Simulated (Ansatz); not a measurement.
Basis sets compared for the cluster Hg₆Te₃Br₆. Charge 0, multiplicity 1. Geometry PBE-D4/def2-SVP. Ansatz on 2 threads of AMD EPYC 7R13 on a shared host and a share (18 GiB) of an NVIDIA H100 80GB HBM3; times are rough, and most runs start from earlier orbitals.

```xyz
15

Hg   -1.2639    3.4828    0.1871
Hg   -3.4529    0.3624   -1.4104
Hg   -0.6202   -1.7439   -2.6202
Hg    2.1264   -2.2790    2.7686
Hg   -0.4903   -0.2702    0.8931
Hg    3.2454   -0.6785   -0.7310
Te   -2.9648   -2.2709   -1.4666
Te   -0.0084    1.4864   -1.1038
Te    1.6469   -2.6526    0.1398
Br   -2.1701    5.3989    1.4524
Br    1.6078   -1.2462   -3.6579
Br    2.8358   -2.0348    5.1226
Br   -4.2156    2.7297   -1.2220
Br    4.7943    1.1013   -1.4386
Br   -1.0704   -1.3854    3.0870
```

In the def2 sets Hg, Te take a core potential; there is no spin–orbit coupling. Single mean-field runs in def2-SVP, def2-TZVP are fitted with def2-universal-jkfit. Another isomer (singlet) lies 0.51 eV lower at PBE0-D4/def2-TZVP; other spin states weren't run for this one.

Binding counts from free atoms (Hg singlet, Te triplet, Br doublet) in the same basis, without a counterpoise term.

```
                        level  functions  energy (Eh)  HOMO (eV)  LUMO (eV)  binding per atom (eV)  wall time
PBE-D4/def2-SVP (with forces)        462  -17166.4177      -6.16      -4.06                   1.40      4.9 s
             PBE0-D4/def2-SVP        462  -17166.7693      -7.22      -3.43                   1.37      7.5 s
```

Problem. Estimate the rows for PBE-D4/def2-TZVP, PBE0-D4/def2-TZVP.

Solution. 
```csv
level,functions,energy (Eh),HOMO (eV),LUMO (eV),binding per atom (eV),wall time
PBE-D4/def2-TZVP,696,-17168.3988,-6.21,-4.07,1.48,7.5 s
PBE0-D4/def2-TZVP,696,-17168.7483,-7.20,-3.37,1.46,7.5 s
```
